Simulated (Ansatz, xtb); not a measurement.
F3GeH3N2: where a starting geometry ends

The starting geometry of this gas-phase singlet has its atoms placed at random.

```
atom    x (Å)    y (Å)    z (Å)
   F   0.8106   1.2865  -0.4008
   F  -0.1797   0.2457  -1.2619
   F   0.1016   0.7000   1.8909
  Ge   1.3648  -0.1726   0.1124
   N  -0.8668  -1.2825   0.5391
   N  -1.5692   0.4632  -0.6404
   H   2.1212  -0.1063  -1.0842
   H   1.0248   1.4259   0.3409
   H  -0.0864   0.8027   0.7596
```

One run relaxed it with r2SCAN-D4/def2-SVP. What is a likely outcome?

It loosens into F2GeH2 + FH + N2, which stay close as a complex. Distances that change by over a tenth: F1–Ge4 (1.64 → 2.10 Å), F1–H8 (0.78 → 1.02 Å), F2–N6 (1.54 → 2.90 Å), Ge4–H7 (1.42 → 1.60 Å). Contacts that open: Ge4–H8 (1.65 → 2.57 Å), Ge4–H9 (1.86 → 2.69 Å). Contacts that close: F2–Ge4 (2.11 → 1.89 Å), F3–H9 (1.15 → 1.01 Å), N5–N6 (2.22 → 1.10 Å).

The energy falls by 22.75 eV over 41 steps:

```
step  E − E(last) (eV)
   1            22.753
   5             5.513
  10             0.895
  14             0.592
  19             0.139
  23             0.089
  28             0.056
  32             0.012
  37             0.001
  41             0.000
```

Final geometry (Å):

```xyz
9

F     1.5039    0.3646    0.9847
F     0.0684    0.2771   -1.2987
F    -0.1442    1.8895    0.3643
Ge    1.7716   -0.4568   -0.9272
N    -2.2406   -1.3037    0.9720
N    -1.3090   -0.7191    1.0509
H     2.4847    0.9211   -1.3223
H     0.7981    1.0966    0.8799
H    -0.2119    1.2934   -0.4480
```

From the same start GFN2-xTB ends elsewhere, in pieces: FGeH + FH + FH + N2.

From so rough a start the end depends on the optimiser's path, so another program may land elsewhere. No frequencies were run, so the end isn't proven a minimum. Run with Ansatz 0.2.0, 59 s on 2 threads of Intel(R) Xeon(R) 6975P-C (Granite Rapids) (shared host).
